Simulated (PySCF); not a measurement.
A calculated (MN15, PySCF 2.14, cc-pV(D+d)Z, no relativity, point nucleus) atom or ion has these occupied shells.

```json
{"shell": "1s", "electrons": "2", "orbital energy (eV)": "-3097.4", "rms radius, mean of both spins (bohr)": "0.1000"}
{"shell": "2s", "electrons": "2", "orbital energy (eV)": "-293.29", "rms radius, mean of both spins (bohr)": "0.457"}
{"shell": "2p", "electrons": "6", "orbital energy (eV)": "-234.68", "rms radius, mean of both spins (bohr)": "0.420"}
{"shell": "3s", "electrons": "2", "orbital energy (eV)": "-26.885", "rms radius, mean of both spins (bohr)": "1.54"}
{"shell": "3p", "electrons": "6", "orbital energy (eV)": "-12.583", "rms radius, mean of both spins (bohr)": "1.78"}
```

(1) Name the element and its charge.

Results:

(1) Ar (argon, neutral), in [Ar], closed-shell 1S.
